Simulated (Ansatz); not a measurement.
One geometry of the cluster In₂Se₃⁻, several levels of theory.

```yaml
crystal:
  periodic: [false, false, false]
  atoms:
    - {symbol: In, position_ang: [-1.098998, -0.527386, -0.813722]}
    - {symbol: In, position_ang: [0.999257, 0.636166, 0.880928]}
    - {symbol: Se, position_ang: [1.417632, -1.360369, -0.785503]}
    - {symbol: Se, position_ang: [1.963789, 2.131893, 2.517667]}
    - {symbol: Se, position_ang: [-3.281670, -0.880304, -1.799381]}
basis:
  gaussian: {orbitals: def2-TZVPD, initial_orbitals: start.molden}
total_charge: -1
magnetization: {spin_polarized: true, initial_magnetization: 1}
hamiltonian: {xc: pbe0, dispersion: d4}
scf: {omitted_lower_state_checks: [starts]}
output: {orbitals: {seedname: orbitals}}
```

The file start.molden holds the orbitals of an earlier run on this structure, at another level or in another basis.

```sh
$ ansatz run in.yaml --threads 4 --pin off --events-out ev --progress --plain --max-ram 4787MiB
```

It prints (some lines left out):

```
Functional definition: PBE0
2110 factors; integrals over basis functions are off by at most 9.0e-4 eV
mean field evaluation 1: about -206378.6086 eV, gradient 1.4e2 eV
mean field evaluation 2: about -206380.0908 eV, gradient 4.3e0 eV
mean field evaluation 4: about -206380.4718 eV, gradient 4.4e-1 eV
mean field evaluation 8: about -206380.4764 eV, gradient 6.1e-5 eV
mean field -206380.47642108 eV, -7584.3426187634 hartree, gradient 6.1e-5 eV, S^2 0.762282; 0 other end points of the search recorded, 0 dependent functions left out
reference -206380.47647137 eV, -7584.3426206116 hartree; 73, 72 occupied and 210, 211 virtual orbitals, 2110 factors
Total energy: -206380.67559840 eV, -7584.3499383948 hartree
Checks for a lower state left out: starts
```

Run time 26 s (4 threads of Arm Neoverse V2 on a shared host), peak host memory 1.6 GiB.

As the first input, with `hamiltonian: {xc: pbe}`, `correlation: {method: rpa}` and without the key `output` (abridged; 31 s):

```
Functional definition: PBE
mean field -206374.61939014 eV, -7584.1273768464 hartree, gradient 1.9e-6 eV, S^2 0.753417
35 core orbitals not correlated: weight in the atoms' cores, before any rotation towards them, 1.000 or more for the frozen orbitals, at most 0.000 for the correlated occupied ones
Total energy: -206263.19967769 eV, -7580.0327779368 hartree
Checks for a lower state left out: starts
```

First input, but with `hamiltonian: {xc: hf}` (abridged; 26 s):

```
Functional definition: HF
mean field -206213.14473893 eV, -7578.1932928658 hartree, gradient 1.8e-5 eV, S^2 0.794240
Total energy: -206213.14473893 eV, -7578.1932928658 hartree
Checks for a lower state left out: starts
```

The first input with `correlation: {method: mp2}` and without the key `hamiltonian` (abridged; 35 s):

```
Functional definition: HF
mean field -206213.14473893 eV, -7578.1932928658 hartree, gradient 3.1e-6 eV, S^2 0.794240
35 core orbitals not correlated: weight in the atoms' cores, before any rotation towards them, 1.000 or more for the frozen orbitals, at most 0.000 for the correlated occupied ones
second order -36.85158092 eV of doubles, -0.00000000 eV of singles
Total energy: -206249.99631985 eV, -7579.5475634858 hartree
Checks for a lower state left out: starts
```

The first input with `hamiltonian: {xc: {name: revPBE}, dispersion: d4}` (abridged; 14 s):

```
Functional definition: revPBE
mean field -206390.18405039 eV, -7584.6993675603 hartree, gradient 2.2e-5 eV, S^2 0.753927
Total energy: -206390.55579116 eV, -7584.7130287818 hartree
Checks for a lower state left out: starts
```

First input, but with `hamiltonian: {xc: r2scan, dispersion: d4}` (abridged; 29 s):

```
Functional definition: r2SCAN
mean field -206406.74987758 eV, -7585.3081504809 hartree, gradient 2.3e-5 eV, S^2 0.760148
Total energy: -206406.79871136 eV, -7585.3099450895 hartree
Checks for a lower state left out: starts
```

As the first input, with `hamiltonian: {xc: pbe, dispersion: d4}`, `output: {forces: true, orbitals: {seedname: orbitals}}` (abridged; 15 s):

```
Functional definition: PBE
mean field -206374.61940114 eV, -7584.1273772507 hartree, gradient 2.5e-5 eV, S^2 0.753417
Total energy: -206374.84395523 eV, -7584.1356294613 hartree
Atom 0 force    -0.053273    -0.060000    -0.067044 eV/Å
Atom 1 force     0.081615     0.023603     0.042812 eV/Å
Atom 2 force    -0.167542     0.163545     0.095432 eV/Å
Atom 3 force    -0.093819    -0.159344    -0.170442 eV/Å
Atom 4 force     0.233019     0.032196     0.099242 eV/Å
Dipole moment:     0.243281    -0.214788    -0.117888 e Å
Checks for a lower state left out: starts
```

Geometry: PBE-D4/def2-SVPD.

In the def2 sets In takes a core potential; there is no spin–orbit coupling. Correlated methods freeze 35 core orbitals; core or outer-core shells of In, Se are correlated, in sets that lack core-valence functions. Another isomer (doublet) lies 0.42 eV lower at PBE0-D4/def2-TZVPD; other spin states weren't run for this one.
